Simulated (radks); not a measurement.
Results of a calculation; reference values are marked as such.
Q: The table gives one normalised radial function P(r) = r R(r) (large component) of Mo22+ in [Ar] 3d2 (r in bohr). Level of theory: Dirac Kohn-Sham, relativistic LDA (MacDonald-Vosko exchange, VWN5 correlation), spin-unpolarised, spherical densities, finite nucleus; open shells fill j = l - 1/2 first; Fermi nuclear charge, rms radius 4.4091 fm (a radial shooting solver on a logarithmic mesh with Libxc functionals).

r	P
0.001523	0.2898
0.001936	0.3576
0.002481	0.4420
0.003154	0.5392
0.004009	0.6521
0.005097	0.7801
0.006531	0.9247
0.008303	1.0694
0.01056	1.2055
0.01342	1.3125
0.01706	1.3600
0.02186	1.3047
0.02779	1.1036
0.03533	0.7158
0.04491	0.1232
0.05755	-0.6719
0.07316	-1.5120
0.093	-2.2420
0.1182	-2.6527
0.1503	-2.5974
0.1926	-2.0730
0.2448	-1.3338
0.3113	-0.6618
0.3957	-0.2394
0.5071	-0.0555
0.6446	-0.0082
0.8195	-0.0007
1.042	0.0000
1.324	0.0000
1.697	0.0000
2.157	0.0000

Which n and l does it have? It may be an empty orbital.

A: n = 2, l = 0: the number of nodes gives n - l - 1 = 1, the rise at small r points to l (this Dirac orbital starts outside the nucleus as r^gamma with gamma = sqrt((l + 1)^2 - (Z/c)^2) = 0.95; the j = 1/2 orbital of l + 1 starts with the same power, but with a smaller coefficient, and then steepens), and the extent must fit the shell. The curve is that of 2s1/2. 2s1/2: eigenvalue -3657.0 eV, 1 radial node at r = 0.0468 bohr, <r> = 0.153 bohr, 90 % of the charge inside 0.236 bohr.
